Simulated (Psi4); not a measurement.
C$_{3}$H$_{7}$O$_{2}$, doublet, geometry from GFN2-xTB; PBE0/6-31G run with Psi4.

Here is a job for Psi4.
```
memory 2 GB

molecule mol {
0 2
  C     1.990232    0.404673    0.012285
  O     1.123079   -0.622638   -0.398457
  C    -0.167688   -0.238057   -0.674889
  C    -1.053511   -0.054876    0.661831
  O    -2.241623    0.370929    0.357930
  H     2.004153    1.227319   -0.710778
  H     1.693747    0.801510    0.991523
  H     2.981302   -0.037507    0.091200
  H    -0.641156   -1.045567   -1.234945
  H    -0.231553    0.705857   -1.227818
  H    -1.015250   -1.018851    1.206866
  H    -0.457099    0.710468    1.212802
}

set basis 6-31g
set reference uks

energy('pbe0')
print_variables()
```

Problem. What does Psi4 print? Leave out banner, timings and long lists.

Solution. 
```
   => Loading Basis Set <=

    Name: 6-31G
    Role: ORBITAL
    Keyword: BASIS

         ---------------------------------------------------------
                                   SCF
               by Justin Turney, Rob Parrish, Andy Simmonett
                          and Daniel G. A. Smith
                              UKS Reference
         ---------------------------------------------------------

  ==> Geometry <==

    Molecular point group: c1
    Full point group: C1

    Geometry (in Angstrom), charge = 0, multiplicity = 2:

       Center              X                  Y                   Z               Mass
    ------------   -----------------  -----------------  -----------------  -----------------
         C            2.047458778559     0.422415037063     0.016630131076    12.000000000000
         O            1.180305778559    -0.604895962937    -0.394111868924    15.994914619570
         C           -0.110461221441    -0.220314962937    -0.670543868924    12.000000000000
         C           -0.996284221441    -0.037133962937     0.666176131076    12.000000000000
         O           -2.184396221441     0.388671037063     0.362275131076    15.994914619570
         H            2.061379778559     1.245061037063    -0.706432868924     1.007825032230
         H            1.750973778559     0.819252037063     0.995868131076     1.007825032230
         H            3.038528778559    -0.019764962937     0.095545131076     1.007825032230
         H           -0.583929221441    -1.027824962937    -1.230599868924     1.007825032230
         H           -0.174326221441     0.723599037063    -1.223472868924     1.007825032230
         H           -0.958023221441    -1.001108962937     1.211211131076     1.007825032230
         H           -0.399872221441     0.728210037063     1.217147131076     1.007825032230

  Running in c1 symmetry.

  Rotational constants: A =      0.49400  B =      0.08642  C =      0.08127 [cm^-1]
  Rotational constants: A =  14809.81996  B =   2590.74637  C =   2436.32358 [MHz]
  Nuclear repulsion =  182.712197197662618

  Charge       = 0
  Multiplicity = 2
  Electrons    = 41
  Nalpha       = 21
  Nbeta        = 20

  ==> Algorithm <==

  SCF Algorithm Type is DF.
  DIIS enabled.
  MOM disabled.
  Fractional occupation disabled.
  Guess Type is SAD.
  Energy threshold   = 1.00e-06
  Density threshold  = 1.00e-06
  Integral threshold = 1.00e-12

  ==> Primary Basis <==

  Basis Set: 6-31G
    Blend: 6-31G
    Number of shells: 39
    Number of basis functions: 59
    Number of Cartesian functions: 59
    Spherical Harmonics?: false
    Max angular momentum: 1

  ==> DFT Potential <==

   => LibXC <=

    Version 7.1.2
    S. Lehtola, C. Steigemann, M. J. T. Oliveira, and M. A. L. Marques,  SoftwareX 7, 1–5 (2018) (10.1016/j.softx.2017.11.002)

   => Composite Functional: PBE0 <=

    PBE0 Hyb-GGA Exchange-Correlation Functional

    C. Adamo and V. Barone,  J. Chem. Phys. 110, 6158 (1999) (10.1063/1.478522)
    M. Ernzerhof and G. E. Scuseria,  J. Chem. Phys. 110, 5029 (1999) (10.1063/1.478401)

    Deriv               =              1
    GGA                 =           TRUE
    Meta                =          FALSE

    Exchange Hybrid     =           TRUE
    MP2 Hybrid          =          FALSE

   => Exchange Functionals <=

    0.7500   Perdew, Burke & Ernzerhof

   => Exact (HF) Exchange <=

    0.2500               HF

   => Correlation Functionals <=

    1.0000   Perdew, Burke & Ernzerhof

   => LibXC Density Thresholds  <==

    XC_HYB_GGA_XC_PBEH:  1.00E-15

   => Molecular Quadrature <=

    Radial Scheme          =       TREUTLER
    Pruning Scheme         =           NONE
    Nuclear Scheme         =       TREUTLER

    Blocking Scheme        =         OCTREE
    BS radius alpha        =              1
    Pruning alpha          =              1
    Radial Points          =             75
    Spherical Points       =            302
    Total Points           =         254800
[...]

  SCF Guess: Superposition of Atomic Densities via on-the-fly atomic UHF (no occupation information).

   -------------------------
    Irrep   Nso     Nmo
   -------------------------
     A         59      59
   -------------------------
    Total      59      59
   -------------------------

  ==> Iterations <==

                           Total Energy        Delta E     RMS |[F,P]|

   @DF-UKS iter SAD:  -267.91612879374611   -2.67916e+02   0.00000e+00
   @DF-UKS iter   1:  -268.27214603433731   -3.56017e-01   1.04976e-02 DIIS/ADIIS
   @DF-UKS iter   2:  -268.13440727795012    1.37739e-01   1.47689e-02 DIIS/ADIIS
   @DF-UKS iter   3:  -268.46384947585017   -3.29442e-01   3.00304e-03 DIIS/ADIIS
   @DF-UKS iter   4:  -268.47730009118669   -1.34506e-02   1.76207e-03 DIIS/ADIIS
   @DF-UKS iter   5:  -268.48190885211375   -4.60876e-03   5.44294e-04 DIIS/ADIIS
   @DF-UKS iter   6:  -268.48236157790234   -4.52726e-04   2.46782e-04 DIIS/ADIIS
   @DF-UKS iter   7:  -268.48251707856514   -1.55501e-04   2.93705e-05 DIIS
   @DF-UKS iter   8:  -268.48252029364528   -3.21508e-06   1.06503e-05 DIIS
   @DF-UKS iter   9:  -268.48252057408206   -2.80437e-07   4.59120e-06 DIIS
   @DF-UKS iter  10:  -268.48252065101900   -7.69369e-08   1.07578e-06 DIIS
   @DF-UKS iter  11:  -268.48252067021997   -1.92010e-08   6.79113e-07 DIIS
  Energy and wave function converged.

  ==> Post-Iterations <==

   Electrons on quadrature grid:
      Nalpha   =   20.9999897869 ; deviation = -1.021e-05
      Nbeta    =   19.9999904484 ; deviation = -9.552e-06
      Ntotal   =   40.9999802353 ; deviation = -1.976e-05

   @Spin Contamination Metric:   4.766416401E-03
   @S^2 Expected:                7.500000000E-01
   @S^2 Observed:                7.547664164E-01
   @S   Expected:                5.000000000E-01
   @S   Observed:                5.000000000E-01

    Orbital Energies [Eh]
    ---------------------

    Alpha Occupied:

[...]
    Alpha Virtual:

[...]
    Beta Occupied:

[...]
    Beta Virtual:

[...]
    Final Occupation by Irrep:
              A
    DOCC [    20 ]
    SOCC [     1 ]
    NA   [    21 ]
    NB   [    20 ]

  @DF-UKS Final Energy:  -268.48252067021997

   => Energetics <=

    Nuclear Repulsion Energy =            182.7121971976626185
    One-Electron Energy =                -726.9207625101220174
    Two-Electron Energy =                 302.8674157098128035
    DFT Exchange-Correlation Energy =     -27.1413710675733633
    Empirical Dispersion Energy =           0.0000000000000000
    VV10 Nonlocal Energy =                  0.0000000000000000
    Total Energy =                       -268.4825206702199694

  UHF NO Occupations:
  HONO-2 :   19  A 1.9997488
  HONO-1 :   20  A 1.9982212
  HONO-0 :   21  A 1.0000000
  LUNO+0 :   22  A 0.0017788
  LUNO+1 :   23  A 0.0002512
  LUNO+2 :   24  A 0.0001278
  LUNO+3 :   25  A 0.0001010

Computation Completed

Properties will be evaluated at   0.000000,   0.000000,   0.000000 [a0]

Properties computed using the SCF density matrix

 Multipole Moments:

 ------------------------------------------------------------------------------------
     Multipole            Electronic (a.u.)      Nuclear  (a.u.)        Total (a.u.)
 ------------------------------------------------------------------------------------

 L = 1.  Multiply by 2.5417464519 to convert [e a0] to [Debye]
 Dipole X            :         -3.3622902            4.4338416            1.0715514
 Dipole Y            :         -1.0263724            1.3746256            0.3482532
 Dipole Z            :         -0.3208014            0.3366479            0.0158465
 Magnitude           :                                                    1.1268335

 ------------------------------------------------------------------------------------

  Variable Map:
  ----------------------------------------------------------------------------
[...]
  Array Variable Map:
  ----------------------------------------------------------------------------
[...]
[...]
```
